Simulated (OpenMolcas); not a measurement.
**3s² 3p along the 13-electron sequence**

* Program: OpenMolcas 26.06
* Method: SS-CASPT2, IPEA 0.25 Eh, imaginary shift 0.1 Eh
* Basis: ANO-RCC-VQZP
* Scalar Hamiltonian: DKH2, point nucleus
* Spin-orbit coupling: state interaction with AMFI integrals over the reference wave functions, term energies averaged over their components

Active space for each ion: 3 electrons in 4 orbitals (3s 3p); closed shells correlated by CASPT2: 2s 2p.

Computed levels in cm-1 above ²P°_1/2:

```csv
Level,P2+,S3+,Cl4+,Ar5+
²P°_3/2,483,836,1330,2000
weight of ²P° in the lowest level (%),100,100,100,100
```

Measured, with the error of the calculation in %. Measured levels: P2+ from Martin, Zalubas and Musgrove, J. Phys. Chem. Ref. Data 14, 751 (1985); S3+ from NIST levels in Podobedova, Kelleher and Wiese, J. Phys. Chem. Ref. Data 38, 171 (2009); Ar5+ from Saloman, J. Phys. Chem. Ref. Data 39, 033101 (2010).

| Level | P2+ | S3+ | Ar5+ |
| --- | --- | --- | --- |
| ²P°_3/2 | 559 (-13.6) | 951 (-12.1) | 2208 (-9.3) |

The fine-structure level ²P°_3/2 changes by a factor of 4.14 from P2+ to Ar5+. Its fourth root runs 4.69, 5.38, 6.04, 6.69, with steps per unit of Z of 0.69, 0.66, 0.65; equal steps would mean a (Z - σ)^4 law with constant σ.

Over all roots computed the reference weight is 0.88 to 0.99 in P2+, 0.88 to 0.99 in S3+, 0.89 to 0.99 in Cl4+, 0.90 to 0.99 in Ar5+; the roots of lowest weight are the least certain, and an intruder state may touch them. Computed and measured levels are paired by configuration, term and J; levels that our copy of the source lacks, or whose pairing is in doubt (as where it misses far off the trend of its configuration), stay unpaired and out of the deviations. Levels of configurations outside the active space are missing.

° marks odd parity.
